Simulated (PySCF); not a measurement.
**Deuteron quadrupole couplings in `C/C(=P\CC#N)C(C)(C)C`**

Compound: C8H14NP.
SMILES with atom numbers: `[CH3:1]/[C:2](=[P:3]\[CH2:4][C:5]#[N:6])[C:7]([CH3:8])([CH3:9])[CH3:10]` (hydrogens: H11, H12, H13 on C1; H14, H15 on C4; H16, H17, H18 on C8; H19, H20, H21 on C9; H22, H23, H24 on C10)

Structure used (GFN2-xTB), in Å, numbered top down from 1:
```
atom  x, y, z in Å
C1     1.0140    0.2756    1.2598
C2     0.3053   -0.1961    0.0264
P3     1.0548   -1.0416   -1.2252
C4     2.8503   -1.1668   -0.6211
C5     3.4880    0.1121   -0.6546
N6     3.9686    1.1504   -0.6985
C7    -1.1722    0.1166   -0.0969
C8    -1.3609    1.6402   -0.0936
C9    -1.7544   -0.4340   -1.3999
C10   -1.9371   -0.5157    1.0746
H11    0.3431    0.8037    1.9304
H12    1.4407   -0.5657    1.8103
H13    1.8334    0.9483    1.0039
H14    3.3717   -1.8415   -1.3068
H15    2.8856   -1.5848    0.3882
H16   -2.4107    1.8834   -0.2403
H17   -1.0381    2.0859    0.8431
H18   -0.7857    2.0873   -0.9020
H19   -2.8141   -0.1959   -1.4669
H20   -1.2505    0.0040   -2.2598
H21   -1.6421   -1.5161   -1.4466
H22   -1.7986   -1.5952    1.0700
H23   -2.9997   -0.3042    0.9791
H24   -1.6033   -0.1302    2.0340
```

Level: PBE0/pcSseg-1 (PySCF, non-relativistic); Q(2H) = 0.00286 b; rigid geometry, the same for H and D, with no vibrational averaging.

**Question.** Rank these positions by the coupling χzz of a deuteron there, largest first.
A. H11 (methyl hydrogen)
B. H20 (methyl hydrogen)
C. H13 (methyl hydrogen)

**Answer.** A (213 kHz), B (208 kHz), C (202 kHz).

**Question.** What are Vzz, η and χzz (234.96 MHz × Q × Vzz) at all hydrogens?

**Answer.** 
```csv
atom,bonded to,bond length (Å),Vzz (au),η,χzz (kHz)
H11,C1,1.086,0.3170,0.03,213
H12,C1,1.092,0.3086,0.03,207
H13,C1,1.091,0.3006,0.03,202
H14,C4,1.094,0.2987,0.04,201
H15,C4,1.093,0.3037,0.04,204
H16,C8,1.088,0.3155,0.02,212
H17,C8,1.086,0.3175,0.03,213
H18,C8,1.088,0.3114,0.02,209
H19,C9,1.088,0.3148,0.02,212
H20,C9,1.089,0.3098,0.02,208
H21,C9,1.089,0.3101,0.02,208
H22,C10,1.088,0.3127,0.02,210
H23,C10,1.088,0.3151,0.02,212
H24,C10,1.087,0.3175,0.03,213
```

**Question.** How does χzz go with the bond length over the 14 C–H bonds?

**Answer.** A straight-line fit has a slope of -14.6 kHz for each 0.01 Å, with a correlation coefficient of -0.90, over lengths from 1.086 to 1.094 Å. The longer bonds have the smaller couplings here.

**Question.** A static deuteron (I = 1) shows a doublet split by (3/2)χ, (3/4)χ(1 + η) and (3/4)χ(1 − η) with the field along z, y and x of the gradient. What are these for H21?

**Answer.** With |χ| = 208.4 kHz and η = 0.019: 313, 159 and 153 kHz, to first order and without motion.

Isolated species at its GFN2-xTB geometry (one conformer only). GFN2-xTB bond lengths can be off by several hundredths of an ångström, more for odd bonds, and the gradients follow them. A larger basis could move these couplings by a tenth or more.
